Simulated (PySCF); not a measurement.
A structure optimised at B3LYP-D3(BJ)/def2-TZVP, used in a PySCF frequency run:

```xyz
10

C      1.2884     0.3178     0.1153
C      0.0929    -0.4359    -0.3388
C     -1.2233     0.1064     0.2187
H      2.2812    -0.0992     0.0148
H      1.2029     1.3450     0.4453
H      0.0426    -0.4256    -1.4402
H      0.2014    -1.4952    -0.0775
H     -1.2359     0.0533     1.3090
H     -2.0766    -0.4601    -0.1579
H     -1.3638     1.1518    -0.0652
```
Charge 0, spin multiplicity 2.

Problem. Write its SMILES and formula.

Solution. [CH2]CC, C₃H₇

Problem. What are its rotational constants (standard atomic weights)?

Solution. 33.100, 9.0044, 7.7923 GHz
